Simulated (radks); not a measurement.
The technetium ion Tc15+, 28 electrons, occupied as [Ar] 3d10 (the NIST ground configuration). Method: non-relativistic Kohn-Sham, TPSS, spin-polarised, spherical densities, point nucleus; meta-GGA in the generalised Kohn-Sham scheme; relativity is left out, which matters for an element this heavy; computed with a radial shooting solver on a logarithmic mesh with Libxc functionals. Some entries of the table are withheld. Estimate them.

orbital,occ.,eigenvalue (Ry),<r> (bohr)
1s,2,-1521.010,0.03543
2s,2,-234.7405,0.1544
2p,6,-218.6075,(1)
3s,2,-60.53340,0.4220
3p,6,-54.22890,(2)
3d,10,-42.75916,(3)

Answer. 
(1) 2p <r> (bohr): 0.1323
(2) 3p <r> (bohr): 0.4151
(3) 3d <r> (bohr): 0.3881
